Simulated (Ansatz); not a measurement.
Ge(vinyl)(NHMe)3 (C5H15GeN3), relaxed as a singlet with RKS r2SCAN-D4/def2-SVP in Ansatz, starting from the GFN2-xTB geometry. Force threshold 0.03 eV/Å.

Start:

Cartesian coordinates in Å:
```
Ge -0.073 -0.040 0.118
C -1.210 -1.361 1.044
C -1.043 -1.714 2.306
H -2.031 -1.775 0.473
H -0.234 -1.308 2.894
H -1.689 -2.422 2.803
N 1.638 -0.140 0.798
C 2.407 -1.369 0.796
H 2.219 0.647 0.540
H 3.197 -1.311 1.549
H 1.744 -2.193 1.055
H 2.872 -1.596 -0.171
N -0.402 1.751 0.334
C -1.679 2.334 -0.036
H -0.101 2.100 1.235
H -1.563 3.412 -0.176
H -1.995 1.892 -0.979
H -2.468 2.165 0.705
N -0.409 -0.321 -1.669
C 0.213 0.469 -2.714
H -0.492 -1.288 -1.948
H -0.423 0.476 -3.603
H 0.317 1.490 -2.351
H 1.204 0.103 -3.003
```

```
        step  energy (eV)  largest force component (eV/Å)  SCF passes
           1  -66397.3853                           1.421          21
           2  -66397.4769                           0.394          20
3 (rejected)  -66397.4671                           0.491          20
           4  -66397.4842                           0.136          20
           5  -66397.4898                           0.166          20
           6  -66397.4918                           0.054          22
           7  -66397.4920                           0.055          21
           8  -66397.4929                           0.024          21
           9  -66397.4935                           0.031          21
          10  -66397.4938                           0.020          20
```

Force components are those of the run's own axes.

End:

| atom | x (Å) | y (Å) | z (Å) |
| --- | --- | --- | --- |
| Ge1 | -0.1287 | -0.0175 | 0.1413 |
| C2 | -1.2278 | -1.3163 | 1.0730 |
| C3 | -0.9197 | -1.7539 | 2.3027 |
| H4 | -2.1460 | -1.6805 | 0.5915 |
| H5 | -0.0147 | -1.4067 | 2.8164 |
| H6 | -1.5497 | -2.4698 | 2.8452 |
| N7 | 1.5700 | -0.1380 | 0.8335 |
| C8 | 2.3484 | -1.3574 | 0.7267 |
| H9 | 2.1243 | 0.6941 | 0.6396 |
| H10 | 3.1779 | -1.3655 | 1.4568 |
| H11 | 1.7116 | -2.2257 | 0.9628 |
| H12 | 2.7894 | -1.5435 | -0.2756 |
| N13 | -0.4607 | 1.7728 | 0.3536 |
| C14 | -1.7219 | 2.3510 | -0.0715 |
| H15 | -0.1500 | 2.1295 | 1.2550 |
| H16 | -1.6219 | 3.4377 | -0.2446 |
| H17 | -2.0217 | 1.8955 | -1.0287 |
| H18 | -2.5624 | 2.2044 | 0.6388 |
| N19 | -0.4289 | -0.2989 | -1.6450 |
| C20 | 0.3209 | 0.4199 | -2.6563 |
| H21 | -0.6507 | -1.2556 | -1.9082 |
| H22 | -0.2489 | 0.4976 | -3.6002 |
| H23 | 0.5017 | 1.4486 | -2.3046 |
| H24 | 1.3095 | -0.0219 | -2.9022 |

By distances, no bond broke or formed. The bond that changes most is Ge1–C2, from 1.97 to 1.94 Å (atoms count from 1).

The force fell under the threshold at step 8, but the optimiser went on. No frequencies were taken in this run, so the end may be a saddle point.

Hardware: 4 threads of Arm Neoverse V2 on a shared host. Wall time 45 s.
